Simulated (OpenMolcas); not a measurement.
An OpenMolcas run meant for Sn+ (ANO-R2, X2C; inactive shells 1s 2s 2p 3s 3p 3d 4s 4p 4d 5s; intended active space 1 electron in 3 orbitals (5p)). One step of its input:

```
&RASSCF
FileOrb=start.orb
Symmetry=2
Spin=2
nActEl=2 0 0
Inactive=15 9
Ras2=0 3
CIRoot=3 3 1
SDav=3
CIMx=300
Iter=93 100
PrWF=0.3
OrbListing=Nothing
MaxOrb=0
Atom
>>> COPY $Project.JobIph JOB001
```

Lines from the output:

```
--- SEWARD ---
Basis set label: SN.ANO-R...7S6P4D2F1G.

      Electronic valence basis set:
      ------------------
      Associated Effective Charge  50.000000 au
      Associated Actual Charge     50.000000 au
      Nuclear Model: Finite nucleus - Gaussian distribution
        Gaussian exponent, Xi/bohr**(-2):  1.90677E+08

      Shell  nPrim  nBasis  Cartesian Spherical Contaminant
         s      23       7        X
         p      18       6        X
         d      12       4                 X
         f       6       2                 X
         g       5       1                 X
                  Relativistic X2C integrals
                  Atomic mean-field integrals
--- RASSCF ---

 Nr of active orbitals     NAC=   3
 Spin degeneracy         ISPIN=   2
 There can be no such wave function.
 ************************************************
--- Stop Module: rasscf at  /rc=_RC_INPUT_ERROR_ ---
.####################.
.# User input error #.
.####################.
```

Q: What is wrong with the input?

A: nActEl holds one electron too many for this ion, which clashes with the multiplicity.
